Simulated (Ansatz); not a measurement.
Molecule: ScF₂, net charge 1, singlet state. The spin state was set by rule; other spins were not relaxed. 
Coordinates optimised at B3LYP-D3(BJ)/def2-TZVP (Ansatz, a program for electronic structure):
```
Sc
F 1 1.7676
F 1 1.7676 2 114.20
```
Charge +1, spin multiplicity 1.

Total electronic energies in hartree. Correlated levels leave the core frozen unless marked. Spin-orbit coupling is left out. Frozen are the shells of the preceding noble gas and the d and f shells that filled before the atom's block. No relativistic terms. Basis-set limits of correlation are two-point, X^-3; Hartree-Fock from the larger set.

```json
[
 {"level": "HF/6-31G*", "program": "Ansatz", "energy (Eh)": "-958.49701"},
 {"level": "SVWN5/def2-TZVPD", "program": "Ansatz", "energy (Eh)": "-957.17725"},
 {"level": "r2SCAN-D4/def2-TZVPD", "program": "Ansatz + dftd4", "energy (Eh)": "-960.25409"},
 {"level": "r2SCAN0-D4/def2-TZVPD", "program": "Ansatz + dftd4", "energy (Eh)": "-960.20184"},
 {"level": "HSE06-D3(BJ)/def2-TZVPD", "program": "Ansatz + dftd3", "energy (Eh)": "-959.96430"},
 {"level": "LC-wPBE-D3(BJ)/def2-TZVPD", "program": "Ansatz + dftd3", "energy (Eh)": "-960.08354"},
 {"level": "RPA@PBE/def2-TZVPP", "program": "Ansatz", "energy (Eh)": "-959.43330"},
 {"level": "MP2/STO-3G", "program": "Ansatz", "energy (Eh)": "-948.31409"},
 {"level": "MP2/CBS(def2-TZVPP,def2-QZVPP)", "program": "Ansatz", "energy (Eh)": "-959.3209"},
 {"level": "RI-MP2/def2-QZVPPD", "program": "Ansatz", "energy (Eh)": "-959.28494"},
 {"level": "SCS-MP2/def2-SVP", "program": "Ansatz", "energy (Eh)": "-958.69874"},
 {"level": "CCSD/STO-3G", "program": "Ansatz", "energy (Eh)": "-948.31606"},
 {"level": "CCSD/def2-TZVPPD", "program": "Ansatz", "energy (Eh)": "-959.20342"},
 {"level": "CCSD(T)/def2-QZVPPD", "program": "Ansatz", "energy (Eh)": "-959.29393"},
 {"level": "CCSD(T)/CBS(def2-TZVPPD,def2-QZVPPD)", "program": "Ansatz", "energy (Eh)": "-959.3278"}
]
```

Totals of different functionals don't rank their quality; only differences between species are comparable.
